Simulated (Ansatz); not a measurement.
Born–Oppenheimer molecular dynamics of Cl$_{3}$H$_{4}$N$_{2}$Ta (10 atoms, charge 0, multiplicity 1). It goes on from the last frame of an earlier run, with new velocities.

Method: RKS PBE/def2-SVP (Ansatz).

* ensemble: NVT, Langevin thermostat
* time step: 1 fs
* steps asked: 250
* set temperature: 100 K
* friction: 0.02 /fs
* seed: 966007

Frames 5 fs apart, positions in Å, forces in eV/Å.

Velocities at 190.0 fs (Å/ps):

```
Ta -0.65 -0.84 0.81
N -0.06 -2.42 -2.74
H -3.33 -9.03 -5.89
H 4.94 8.67 10.41
N 3.65 -4.88 8.63
H -2.02 1.27 12.48
H -9.71 4.95 8.09
Cl -3.95 -1.43 -0.12
Cl -1.20 3.25 1.33
Cl -1.53 -0.34 -1.89
```

```xyz
10
Properties=species:S:1:pos:R:3:forces:R:3 time_fs=190.0 energy_less_start_eV=-1.381 T=164
Ta 0.083 -0.063 0.139 1.32 -0.54 0.42
N 1.932 -0.794 0.024 -1.10 0.59 -0.50
H 2.550 -1.061 0.775 0.35 -0.18 0.65
H 2.414 -0.895 -0.882 -0.17 0.05 0.07
N -0.308 0.043 2.087 0.55 0.77 0.34
H -0.831 -0.654 2.588 -0.51 -0.81 0.38
H -0.146 0.832 2.737 -0.05 -0.03 -0.45
Cl -0.351 0.228 -2.109 -0.35 0.01 -0.81
Cl 0.370 2.279 0.345 0.03 0.00 0.04
Cl -1.200 -2.054 0.282 -0.07 0.15 -0.14
10
Properties=species:S:1:pos:R:3:forces:R:3 time_fs=195.0 energy_less_start_eV=-1.401 T=151
Ta 0.081 -0.067 0.142 1.18 -0.37 0.87
N 1.925 -0.802 0.017 -0.15 0.14 0.68
H 2.541 -1.131 0.796 -0.60 0.31 -0.55
H 2.437 -0.855 -0.877 -0.18 0.02 0.07
N -0.290 0.025 2.129 -0.45 -0.90 -0.03
H -0.852 -0.688 2.656 0.49 0.49 -0.51
H -0.190 0.849 2.721 0.07 0.40 0.08
Cl -0.372 0.220 -2.114 -0.27 0.02 -0.56
Cl 0.367 2.293 0.352 -0.03 -0.27 0.04
Cl -1.206 -2.053 0.270 -0.05 0.16 -0.10
10
Properties=species:S:1:pos:R:3:forces:R:3 time_fs=200.0 energy_less_start_eV=-1.400 T=115
Ta 0.081 -0.070 0.146 0.82 -0.10 0.99
N 1.910 -0.805 0.021 -1.34 0.79 -0.53
H 2.431 -1.184 0.785 0.66 -0.40 0.92
H 2.435 -0.828 -0.856 0.05 -0.04 -0.18
N -0.277 0.008 2.160 0.44 0.92 -1.09
H -0.819 -0.691 2.653 -0.33 -0.41 0.39
H -0.246 0.907 2.681 0.00 -0.51 -0.17
Cl -0.390 0.213 -2.120 -0.20 0.05 -0.32
Cl 0.362 2.303 0.363 -0.07 -0.43 0.02
Cl -1.206 -2.053 0.253 -0.03 0.14 -0.03
10
Properties=species:S:1:pos:R:3:forces:R:3 time_fs=205.0 energy_less_start_eV=-1.405 T=75
Ta 0.082 -0.072 0.152 0.28 0.20 0.83
N 1.888 -0.802 0.028 0.17 -0.13 0.44
H 2.379 -1.251 0.830 -0.16 0.35 -0.62
H 2.427 -0.821 -0.855 -0.14 -0.09 0.35
N -0.272 -0.004 2.171 -0.16 -0.59 -1.13
H -0.807 -0.731 2.679 0.21 0.30 -0.15
H -0.317 0.889 2.654 0.07 0.34 0.36
Cl -0.402 0.212 -2.131 -0.13 0.04 -0.07
Cl 0.355 2.305 0.375 -0.08 -0.49 0.01
Cl -1.205 -2.050 0.240 -0.05 0.06 -0.02
10
Properties=species:S:1:pos:R:3:forces:R:3 time_fs=210.0 energy_less_start_eV=-1.416 T=106
Ta 0.084 -0.073 0.158 -0.36 0.58 0.47
N 1.866 -0.797 0.039 0.17 -0.05 0.05
H 2.334 -1.274 0.808 0.27 -0.04 0.19
H 2.390 -0.858 -0.839 0.06 -0.04 -0.11
N -0.265 -0.015 2.166 -0.08 0.68 -0.52
H -0.803 -0.728 2.661 -0.10 -0.29 0.08
H -0.345 0.875 2.697 0.24 -0.39 -0.28
Cl -0.412 0.211 -2.140 -0.06 0.03 0.13
Cl 0.345 2.304 0.388 -0.07 -0.48 -0.02
Cl -1.204 -2.046 0.229 -0.09 0.00 0.00
10
Properties=species:S:1:pos:R:3:forces:R:3 time_fs=215.0 energy_less_start_eV=-1.400 T=111
Ta 0.087 -0.073 0.166 -1.05 0.89 -0.04
N 1.845 -0.788 0.047 1.48 -0.82 0.25
H 2.346 -1.284 0.807 -0.16 0.33 -0.22
H 2.356 -0.910 -0.841 -0.15 0.08 0.04
N -0.258 -0.022 2.151 -0.42 -0.58 -0.24
H -0.803 -0.757 2.632 0.19 -0.03 -0.22
H -0.333 0.807 2.737 0.23 0.54 0.10
Cl -0.422 0.211 -2.151 0.00 0.02 0.33
Cl 0.335 2.299 0.398 -0.04 -0.41 -0.03
Cl -1.206 -2.044 0.214 -0.10 -0.03 0.01
10
Properties=species:S:1:pos:R:3:forces:R:3 time_fs=220.0 energy_less_start_eV=-1.405 T=98
Ta 0.089 -0.073 0.174 -1.18 0.90 -0.69
N 1.845 -0.789 0.053 0.80 -0.36 0.13
H 2.332 -1.269 0.805 0.31 -0.08 0.37
H 2.320 -0.936 -0.835 0.17 0.00 -0.42
N -0.261 -0.032 2.134 -0.14 0.26 0.33
H -0.787 -0.798 2.564 -0.04 -0.14 0.15
H -0.274 0.787 2.770 0.11 -0.25 -0.36
Cl -0.436 0.211 -2.160 0.06 0.01 0.50
Cl 0.332 2.291 0.408 0.00 -0.33 -0.04
Cl -1.208 -2.048 0.202 -0.09 0.00 0.03
10
Properties=species:S:1:pos:R:3:forces:R:3 time_fs=225.0 energy_less_start_eV=-1.391 T=91
Ta 0.090 -0.072 0.181 -0.81 0.64 -1.24
N 1.858 -0.799 0.059 0.69 -0.36 0.05
H 2.343 -1.258 0.843 0.16 0.13 -0.34
H 2.292 -0.939 -0.870 0.04 -0.04 0.38
N -0.267 -0.039 2.120 0.07 -0.38 -0.19
H -0.758 -0.852 2.500 -0.10 0.07 0.44
H -0.185 0.755 2.753 -0.10 0.14 0.27
Cl -0.449 0.213 -2.167 0.10 0.00 0.61
Cl 0.331 2.285 0.417 0.02 -0.25 -0.04
Cl -1.209 -2.054 0.191 -0.07 0.04 0.05
10
Properties=species:S:1:pos:R:3:forces:R:3 time_fs=230.0 energy_less_start_eV=-1.393 T=114
Ta 0.090 -0.066 0.185 -0.22 0.04 -1.47
N 1.881 -0.809 0.069 -0.27 0.10 0.70
H 2.394 -1.253 0.838 0.11 0.07 -0.10
H 2.298 -0.975 -0.840 0.35 -0.11 -0.50
N -0.270 -0.048 2.117 0.00 -0.58 0.10
H -0.737 -0.875 2.523 0.08 0.44 0.29
H -0.093 0.735 2.750 -0.21 -0.02 0.24
Cl -0.460 0.213 -2.172 0.13 -0.01 0.70
Cl 0.331 2.275 0.423 0.04 -0.09 -0.02
Cl -1.204 -2.063 0.180 -0.02 0.17 0.08
10
Properties=species:S:1:pos:R:3:forces:R:3 time_fs=235.0 energy_less_start_eV=-1.401 T=100
Ta 0.089 -0.062 0.185 0.24 -0.55 -1.43
N 1.898 -0.819 0.088 -0.04 0.10 -0.86
H 2.463 -1.236 0.824 0.10 -0.03 0.38
H 2.346 -1.022 -0.836 -0.41 0.25 0.55
N -0.266 -0.063 2.119 0.17 -0.10 0.56
H -0.691 -0.846 2.626 -0.12 -0.04 0.04
H -0.051 0.711 2.759 -0.14 0.06 -0.05
Cl -0.471 0.215 -2.173 0.16 -0.01 0.74
Cl 0.333 2.265 0.428 0.04 0.06 -0.01
Cl -1.195 -2.068 0.166 0.00 0.26 0.10
10
Properties=species:S:1:pos:R:3:forces:R:3 time_fs=240.0 energy_less_start_eV=-1.364 T=60
Ta 0.089 -0.058 0.186 0.39 -1.00 -1.26
N 1.907 -0.828 0.100 -0.43 0.22 1.48
H 2.506 -1.211 0.863 -0.57 0.38 -0.40
H 2.342 -1.026 -0.782 0.39 -0.12 -1.09
N -0.258 -0.074 2.125 0.04 -0.35 0.73
H -0.654 -0.819 2.723 -0.04 0.07 -0.39
H -0.036 0.724 2.725 -0.04 0.29 0.04
Cl -0.479 0.218 -2.173 0.19 0.00 0.78
Cl 0.336 2.260 0.434 0.04 0.17 -0.01
Cl -1.188 -2.074 0.155 0.03 0.33 0.11
10
Properties=species:S:1:pos:R:3:forces:R:3 time_fs=245.0 energy_less_start_eV=-1.362 T=59
Ta 0.091 -0.054 0.186 0.34 -1.32 -0.80
N 1.914 -0.826 0.115 -0.97 0.69 -1.45
H 2.466 -1.151 0.890 0.53 -0.29 0.59
H 2.351 -1.013 -0.820 -0.26 0.13 0.84
N -0.256 -0.089 2.147 0.40 0.49 -0.03
H -0.643 -0.799 2.770 -0.22 -0.25 -0.07
H -0.049 0.767 2.684 -0.12 -0.11 0.00
Cl -0.483 0.223 -2.170 0.21 -0.01 0.79
Cl 0.339 2.256 0.438 0.03 0.27 0.01
Cl -1.180 -2.082 0.151 0.07 0.40 0.12
```

Of the whole run (250 fs, mean temperature of the second half 115 K): The mean temperature of the second half is 15 % above the set value. A run of 0.25 ps of so small a system gives no equilibrium averages. The orbitals stay closed-shell, which can raise the energy where a bond breaks towards radicals; this wasn't checked here.

Time of the run: 9 min on 4 threads of Arm Neoverse V1 (shared host), peak memory 0.21 GiB.
